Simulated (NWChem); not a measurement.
System: BHCl, doublet; SMILES [BH]Cl

Program: NWChem. Pople sets run with spherical d functions. Spin-unrestricted. In the optimisation the excess spin sits in a' (Cs, its own frame). No stability test was run on the SCF state. Each level has its own optimisation; frequencies are unscaled.

| level | r B–Cl (Å) | r B–H (Å) | highest harmonic frequency (cm⁻¹) | lowest (cm⁻¹) | zero-point energy (kcal/mol) | dipole (D) |
|---|---|---|---|---|---|---|
| UHF/STO-3G | 1.766 | 1.165 | 3234 | 943 | 7.5 | 1.71 |
| PBE/def2-SVP | 1.726 | 1.217 | 2554 | 821 | 6.1 | 0.64 |
| B3LYP/6-31G* | 1.731 | [?] | [?] | 840 | 6.3 | 0.51 |
| PBE0/def2-SVP | 1.719 | 1.207 | 2642 | 845 | 6.3 | 0.53 |

### Question
What belongs in the gaps?

### Answer

- B3LYP/6-31G*, r B–H (Å): 1.194
- B3LYP/6-31G*, highest harmonic frequency (cm⁻¹): 2666
